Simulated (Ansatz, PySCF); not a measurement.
Zr(OH)3(H) (H4O3Zr), SMILES [OH][ZrH]([OH])[OH], multiplicity 1.

The structure is a stationary point at B3LYP-D3(BJ)/def2-SVP. The spin state was assumed, not searched. The structure was generated by enumeration; whether it is a known compound was not checked. The def2 effective core potentials stand for the cores of Zr; spin–orbit coupling is left out. The values are those of a single conformer.

Vertical ionisation energy (IE) and electron affinity (EA) in eV. Rows of orbital energies are one-electron estimates. Where ΔSCF, EOM or ADC give a negative EA the extra electron is unbound and the value depends on the basis.

```json
[
 {"level": "−ε(HOMO), −ε(LUMO), r2SCAN/def2-TZVPD (PySCF)", "IE": "…", "EA": "…"},
 {"level": "−ε(HOMO), −ε(LUMO), PBE/def2-TZVPD (PySCF)", "IE": "6.32", "EA": "1.22"},
 {"level": "ΔSCF, PBE0/def2-SVPD (Ansatz), final states of multiplicity 2 and 2", "IE": "9.93", "EA": "-0.74"},
 {"level": "ΔSCF, PBE/def2-SVPD (Ansatz), final states of multiplicity 2 and 2", "IE": "9.68", "EA": "-0.59"}
]
```

Q: Complete the blanks. (The exact figures need the calculation; the answer reports its results.)

A: 
- −ε(HOMO), −ε(LUMO), r2SCAN/def2-TZVPD (PySCF), IE: 6.63
- −ε(HOMO), −ε(LUMO), r2SCAN/def2-TZVPD (PySCF), EA: 0.96

Q: What vertical singlet–triplet gap does ΔSCF give with PBE0/def2-SVPD (Ansatz, a program for electronic structure) and with PBE/def2-SVPD (Ansatz)? (The exact figures need the calculation; the answer reports its results.)

A: 5.06 and 5.09 eV (triplet above singlet where positive).
